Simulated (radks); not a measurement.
All-electron atom: Ho+ in [Xe] 4f11 5f1 (not the ground configuration).

Calculated with a radial shooting solver on a logarithmic mesh with Libxc functionals: scalar-relativistic Kohn-Sham, r2SCAN, spin-unpolarised, spherical densities, finite nucleus; meta-GGA in the generalised Kohn-Sham scheme; Fermi nuclear charge, rms radius 5.2022 fm.

Energy parts (hartree):
part                       energy
total                 -12615.9119
kinetic                13642.2462
electron-nucleus      -30890.6462
Hartree                 4902.9540
exchange-correlation    -270.4658

Orbitals (lengths in bohr, moments of r in powers of bohr; r(90%) holds 90 % of the orbital's charge):
orbital  occ.  eigenvalue (hartree)   <1/r>      <r^4>      <r^2>  r(90%)
1s          2             -2042.490   76.04  9.267e-07  0.0005884  0.0376
2s          2             -342.8060   17.70  0.0001448   0.009167   0.136
2p          6             -303.6261   16.38  0.0001097   0.007443   0.127
3s          2             -77.17803   6.533   0.005473    0.06022   0.336
3p          6             -65.14398   6.107   0.005781    0.06060   0.342
3d         10             -49.86712   5.781   0.004570    0.05073   0.323
4s          2             -15.72119   2.743     0.1344     0.3041   0.745
4p          6             -11.74304   2.515     0.1775     0.3443   0.800
4d         10              -6.34585   2.218     0.2804     0.4137   0.897
4f         11              -0.50016   1.605      3.070     0.9614    1.47
5s          2              -2.30326   1.032      5.075      1.845    1.85
5p          6              -1.38013  0.8634      10.30      2.571    2.21
5f          1              -0.08588  0.1254      12270      92.10    13.1

The highest occupied level is 5f at -2.337 eV. Summed over all electrons, <r^2> = 129.7 bohr^2, which gives a Langevin (diamagnetic) susceptibility term of -103 x 10^-6 cm^3/mol.
